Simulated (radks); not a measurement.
All-electron atom: Nb+ in [Kr] 4d4 (the NIST ground configuration). Calculated with a radial shooting solver on a logarithmic mesh with Libxc functionals: Dirac Kohn-Sham, PBEsol, spin-unpolarised, spherical densities, finite nucleus; open shells fill j = l - 1/2 first; Fermi nuclear charge, rms radius 4.324 fm.

Normalised radial functions P(r) = r R(r) (large component), r in bohr:

r           3p3/2
0.0037     0.0106
0.004895   0.0180
0.006425   0.0298
0.008502   0.0497
0.01125    0.0818
0.01476    0.1302
0.01954    0.2053
0.02564    0.3098
0.03393    0.4535
0.04453    0.6208
0.05892    0.7917
0.07796    0.8961
0.1023     0.8395
0.1354     0.5199
0.1777    -0.0685
0.2352    -0.8280
0.3087    -1.4332
0.4084    -1.6247
0.5404    -1.3213
0.7093    -0.7880
0.9385    -0.3219
1.232     -0.0885
1.63      -0.0137
2.139     -0.0012
2.831     0.0000
3.745     0.0000
4.916     0.0000
6.505     0.0000

3p3/2: eigenvalue -347.60 eV, 1 radial node at r = 0.173 bohr, <r> = 0.449 bohr, 90 % of the charge inside 0.680 bohr.
